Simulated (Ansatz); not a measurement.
Cost and result for the atomization energy of CH4ClGaOS (`C[O][Ga]([SH])[Cl]`) (9 atoms, 8 bonds).

```xyz
9

C    -0.131    0.479   -1.529
O     0.455   -0.210   -0.447
Ga   -0.173   -0.179    1.204
S     0.844   -1.301    2.763
Cl   -1.924    0.968    1.619
H     0.606    1.158   -1.969
H    -0.438   -0.239   -2.296
H    -1.009    1.068   -1.239
H     1.770   -1.744    1.894
```

The species carries charge 0 and has multiplicity 1. Correlated methods include outer-core shells of Ga, which these sets cover unevenly. Scalar relativity is left out up to krypton. The geometry is a stationary point of PBE0-D4/def2-TZVP. It is one conformer, not always the lowest. Program: Ansatz. All runs use 4 threads of an Arm Neoverse V2 on a shared host. Times are those of one run each, without the atoms' runs, and a repeat can differ threefold. Electronic energies, without spin–orbit coupling; frozen cores. CCSD(T)/CBS adds CCSD(T) − MP2 in def2-TZVPP to the MP2 limit, and its time is that of the two runs behind it. T1 = 0.013. With those shells the extrapolation isn't a true limit. B3LYP takes the VWN-RPA correlation (the form of Gaussian; ORCA's B3LYP/G). HSE06 is the plane-wave form, built on full-range PBE exchange.

CCSD(T)/CBS is a level of theory with its own doubt, some kJ/mol a heavy atom from the limit and from the frozen cores, so smaller differences don't rank the functionals.

```json
{"level": "revPBE-D4/def2-TZVPP", "functions": "250", "wall time": "2.2 s"}
{"level": "BLYP-D4/def2-TZVPP", "functions": "250", "wall time": "2.3 s"}
{"level": "HSE06-D4/def2-TZVPP", "functions": "250", "wall time": "4.1 s"}
{"level": "B3LYP-D4/def2-TZVPP (with forces)", "functions": "250", "wall time": "5.5 s"}
{"level": "B2PLYP/def2-TZVPP", "functions": "250", "wall time": "6 s"}
{"level": "r2SCANh-D4/def2-TZVPP", "functions": "250", "wall time": "6.5 s"}
{"level": "CCSD(T)/def2-SVP", "functions": "116", "wall time": "7.5 s"}
{"level": "ωB97X-V/def2-TZVPP", "functions": "250", "wall time": "9 s"}
{"level": "B97M-V/def2-TZVPP", "functions": "250", "wall time": "10 s"}
{"level": "ωB97M-V/def2-TZVPP (with forces)", "functions": "250", "wall time": "13 s"}
{"level": "MP2/def2-QZVPP", "functions": "463", "wall time": "21 s"}
{"level": "CCSD(T)/def2-TZVPP", "functions": "250", "wall time": "3.3 min"}
{"level": "CCSD(T)/CBS(def2)", "functions": "–", "wall time": "3.7 min"}
```

Task: What atomization energy does each give, and how far from CCSD(T)/CBS? (An estimate is asked.)

Result: Computed: 
```csv
level,atomization (kJ/mol),difference from CCSD(T)/CBS,per bond
revPBE-D4/def2-TZVPP,3006.5,-47.3,-5.9
BLYP-D4/def2-TZVPP,3002.7,-51.1,-6.4
HSE06-D4/def2-TZVPP,3040.0,-13.8,-1.7
B3LYP-D4/def2-TZVPP (with forces),3008.5,-45.3,-5.7
B2PLYP/def2-TZVPP,2994.6,-59.2,-7.4
r2SCANh-D4/def2-TZVPP,3040.1,-13.7,-1.7
CCSD(T)/def2-SVP,2865.9,-187.9,-23.5
ωB97X-V/def2-TZVPP,3057.7,3.9,0.5
B97M-V/def2-TZVPP,3061.1,7.3,0.9
ωB97M-V/def2-TZVPP (with forces),3046.5,-7.3,-0.9
MP2/def2-QZVPP,3095.6,41.8,5.2
CCSD(T)/def2-TZVPP,2976.6,-77.2,-9.7
CCSD(T)/CBS(def2),3053.8,0.0,0.0
```

From r2SCAN to r2SCAN0 (25 % exact exchange), in def2-TZVPP and without D4, the atomization energy moves by −59.7 kJ/mol: exact exchange takes away binding that semilocal exchange gives to molecules. In def2-TZVPP, CCSD(T) changes the Hartree–Fock value by +805.9 kJ/mol (the triples alone add +55.5 kJ/mol) and MP2 by +879.8 kJ/mol; breaking electron pairs costs correlation energy, which Hartree–Fock lacks. At CCSD(T), def2-SVP lies −187.9 kJ/mol from the extrapolated value and def2-TZVPP −77.2 kJ/mol: correlation converges slowly with the basis, and small sets miss more of it in the bonded molecule than in its fragments.
